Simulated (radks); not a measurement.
Results of a calculation; reference values are marked as such.
Species: the barium ion Ba25+. Configuration: [Ar] 3d10 4s2 4p1.

Level of theory: non-relativistic Kohn-Sham, PBEsol, spin-polarised, spherical densities, point nucleus; open shells are filled with parallel spins first (spin-orbit coupling, left out, can overturn this in heavy ions); relativity is left out, which matters for an element this heavy (a radial shooting solver on a logarithmic mesh with Libxc functionals).

Energy parts (eV):
| part | energy |
|---|---|
| total | -206449.60 |
| kinetic | 206399.77 |
| electron-nucleus | -463407.39 |
| Hartree | 54937.45 |
| exchange-correlation | -4379.43 |

Orbitals (lengths in bohr, moments of r in powers of bohr; <r^-3> diverges for s and p1/2; r(max) is where P^2 peaks; r(90%) holds 90 % of the orbital's charge):
[
 {"orbital": "1s up", "occ.": "1", "eigenvalue (eV)": "-36349.16", "r(90%)": "0.0482", "r(max)": "0.01798", "<r^-3>": "-"},
 {"orbital": "1s down", "occ.": "1", "eigenvalue (eV)": "-36348.60", "r(90%)": "0.0482", "r(max)": "0.01798", "<r^-3>": "-"},
 {"orbital": "2s up", "occ.": "1", "eigenvalue (eV)": "-6247.812", "r(90%)": "0.178", "r(max)": "0.09898", "<r^-3>": "-"},
 {"orbital": "2s down", "occ.": "1", "eigenvalue (eV)": "-6247.482", "r(90%)": "0.178", "r(max)": "0.09898", "<r^-3>": "-"},
 {"orbital": "2p up", "occ.": "3", "eigenvalue (eV)": "-5944.245", "r(90%)": "0.160", "r(max)": "0.07724", "<r^-3>": "5855"},
 {"orbital": "2p down", "occ.": "3", "eigenvalue (eV)": "-5943.732", "r(90%)": "0.160", "r(max)": "0.07725", "<r^-3>": "5855"},
 {"orbital": "3s up", "occ.": "1", "eigenvalue (eV)": "-1887.328", "r(90%)": "0.441", "r(max)": "0.2780", "<r^-3>": "-"},
 {"orbital": "3s down", "occ.": "1", "eigenvalue (eV)": "-1886.679", "r(90%)": "0.441", "r(max)": "0.2780", "<r^-3>": "-"},
 {"orbital": "3p up", "occ.": "3", "eigenvalue (eV)": "-1757.980", "r(90%)": "0.434", "r(max)": "0.2643", "<r^-3>": "1165"},
 {"orbital": "3p down", "occ.": "3", "eigenvalue (eV)": "-1757.268", "r(90%)": "0.434", "r(max)": "0.2643", "<r^-3>": "1165"},
 {"orbital": "3d up", "occ.": "5", "eigenvalue (eV)": "-1519.844", "r(90%)": "0.405", "r(max)": "0.2127", "<r^-3>": "194.3"},
 {"orbital": "3d down", "occ.": "5", "eigenvalue (eV)": "-1519.187", "r(90%)": "0.405", "r(max)": "0.2127", "<r^-3>": "194.4"},
 {"orbital": "4s up", "occ.": "1", "eigenvalue (eV)": "-858.2071", "r(90%)": "0.876", "r(max)": "0.6073", "<r^-3>": "-"},
 {"orbital": "4s down", "occ.": "1", "eigenvalue (eV)": "-854.0111", "r(90%)": "0.877", "r(max)": "0.6067", "<r^-3>": "-"},
 {"orbital": "4p up", "occ.": "1", "eigenvalue (eV)": "-806.4069", "r(90%)": "0.889", "r(max)": "0.6093", "<r^-3>": "341.8"},
 {"orbital": "4p down", "occ.": "0", "eigenvalue (eV)": "-802.2611", "r(90%)": "0.890", "r(max)": "0.6087", "<r^-3>": "342.3"},
 {"orbital": "4d up", "occ.": "0", "eigenvalue (eV)": "-716.0740", "r(90%)": "0.907", "r(max)": "0.6028", "<r^-3>": "54.05"},
 {"orbital": "4d down", "occ.": "0", "eigenvalue (eV)": "-712.1333", "r(90%)": "0.908", "r(max)": "0.6019", "<r^-3>": "54.20"},
 {"orbital": "5s up", "occ.": "0", "eigenvalue (eV)": "-490.2222", "r(90%)": "1.47", "r(max)": "1.092", "<r^-3>": "-"},
 {"orbital": "5s down", "occ.": "0", "eigenvalue (eV)": "-488.4772", "r(90%)": "1.47", "r(max)": "1.094", "<r^-3>": "-"}
]

The highest occupied level is 4p up at -806.41 eV. Spin moment in Bohr magnetons: 1. The density falls to 0.001 e/bohr^3 at r = 1.39 bohr. For comparison, the ionisation energy in NIST's Atomic Spectra Database is 846 eV (theoretical). In exact Kohn-Sham theory the highest level is minus the ionisation energy, but local and semilocal functionals leave it too shallow, through self-interaction and a potential that decays too fast; potentials with the right tail come closer.
